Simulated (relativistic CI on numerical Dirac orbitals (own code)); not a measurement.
## Crystal-field levels of Mn5+, 3d2

Calculated by Dirac-Coulomb-Breit CI, KLI orbitals optimised for each configuration, model QED (radiative potential, 1s self-energy scaled to tabulated hydrogen-like ionisation energies), valence Slater integrals scaled by 0.75, one configuration in a parametric crystal field (own radial code).

Field parameters in Wybourne normalisation: D3d B²₀ = −7Dσ, B⁴₀ = −14Dq − 21Dτ, B⁴₃ = −14√(10/7) Dq; Oh B⁴₀ = 21Dq, B⁴₄ = √(5/14) B⁴₀; Td as Oh with Dq negative (B⁴₀ = 21Dq, B⁴₄ = √(5/14) B⁴₀). The field is a parameter set, without covalency.

S and J are read from ⟨S²⟩ = S(S + 1) and ⟨J²⟩ = J(J + 1) of each level; they are not fictitious spins.

D3d, 10Dq = 36500, Dσ = 320, Dτ = -60 cm⁻¹, the lowest 10 levels:

| E (cm⁻¹) | Degeneracy | Irrep | S | J |
| --- | --- | --- | --- | --- |
| 0.0 | 2 | E | 1.00 | 2.76 |
| 71.4 | 2 | E | 1.00 | 2.76 |
| 114 | 1 | A1 | 1.00 | 2.77 |
| 565 | 1 | A2 | 1.00 | 3.43 |
| 700 | 2 | E | 1.00 | 3.44 |
| 931 | 1 | A1 | 1.00 | 3.74 |
| 14979 | 1 | A1 | 0.00 | 3.11 |
| 15233 | 2 | E | 0.00 | 3.13 |
| 15622 | 2 | E | 0.00 | 3.12 |
| 34056 | 1 | A1 | 0.03 | 3.04 |

Oh, 10Dq = 20650 cm⁻¹, the lowest 16 levels:

```tsv
E (cm⁻¹)	Degeneracy	Irrep	S	J
0.0	2	E	1.00	2.73
22.7	3	T2	1.00	2.78
638	3	T1	1.00	3.50
939	1	A1	1.00	3.84
15300	3	T2	0.05	2.94
15718	2	E	0.00	3.10
18875	1	A2	1.00	3.00
19065	3	T2	0.98	3.11
19217	3	T1	1.00	3.42
19226	2	E	1.00	3.46
31921	1	A1	0.30	3.03
33015	3	T1	1.00	1.32
33018	1	A1	0.86	1.60
33322	3	T2	0.99	2.09
33358	2	E	1.00	2.08
36289	3	T2	0.05	3.32
```

Td, 10Dq = -8950 cm⁻¹, the lowest 16 levels:

| E (cm⁻¹) | Degeneracy | Irrep | S | J |
| --- | --- | --- | --- | --- |
| 0.0 | 3 | T2 | 1.00 | 3.16 |
| 8783 | 1 | A2 | 1.00 | 3.00 |
| 8890 | 3 | T2 | 1.00 | 3.18 |
| 8967 | 2 | E | 0.99 | 3.16 |
| 9089 | 3 | T1 | 1.00 | 3.34 |
| 14701 | 2 | E | 0.93 | 3.04 |
| 14803 | 3 | T2 | 1.00 | 2.88 |
| 15381 | 3 | T1 | 1.00 | 3.54 |
| 15618 | 1 | A1 | 1.00 | 3.77 |
| 16114 | 2 | E | 0.19 | 2.65 |
| 24254 | 3 | T2 | 0.07 | 2.37 |
| 25901 | 1 | A1 | 0.01 | 3.87 |
| 27519 | 1 | A1 | 1.00 | 1.02 |
| 27714 | 3 | T1 | 1.00 | 1.42 |
| 28045 | 2 | E | 1.00 | 2.09 |
| 28156 | 3 | T2 | 0.98 | 2.11 |

The free-ion ground term has S = 1. Every field shown keeps that spin.

Levels of this model without a field, named by their leading LS term (the scale mimics covalency, so terms lie below those of the real free ion): 3F_2 0, 3F_3 722, 3F_4 1612, 1D_2 14216, 3P_0 16460, 3P_1 16726, 3P_2 17284, 1G_4 21725 cm⁻¹.
